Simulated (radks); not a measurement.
The numbers below are computed, except where a source is named.
Charge is removed step by step from the 6s level of Sm+, starting from [Xe] 4f6 6s1. Level of theory: scalar-relativistic Kohn-Sham, PBE, spin-unpolarised, spherical densities, finite nucleus; Fermi nuclear charge, rms radius 5.0819 fm (a radial shooting solver on a logarithmic mesh with Libxc functionals).

\begin{tabular}{lrrr}
removed (e) & E - E(0) (eV) & eigenvalue (eV) & E minus straight line (eV) \\ \hline
0 & 0.000 & -8.419 & 0.000 \\
0.1 & 0.867 & -8.936 & -0.241 \\
0.2 & 1.787 & -9.458 & -0.431 \\
0.3 & 2.759 & -9.988 & -0.568 \\
0.4 & 3.784 & -10.525 & -0.651 \\
0.5 & 4.863 & -11.070 & -0.681 \\
0.6 & 5.997 & -11.622 & -0.656 \\
0.7 & 7.187 & -12.180 & -0.575 \\
0.8 & 8.433 & -12.741 & -0.438 \\
0.9 & 9.734 & -13.290 & -0.245 \\
1 & 11.088 & -13.777 & 0.000 \\
\end{tabular}

Removing the whole electron costs 11.088 eV by Delta-SCF, against 8.419 eV from minus the eigenvalue at the starting occupation. Slater's transition state (half an electron removed) gives 11.070 eV. Integrating minus the eigenvalue over the occupation (Janak's theorem) gives 11.091 eV. In this scalar-relativistic scheme the density is built from large components alone, so the theorem holds only approximately. The mean slope of the eigenvalue, de/dn, is 5.36 eV per electron. Ionisation energy of Sm+ in the NIST Atomic Spectra Database: 11.08 eV (semi-empirical).

Beside tabulated values, note that spin-unpolarised runs miss the spin-polarisation part of the exchange energy of open shells.
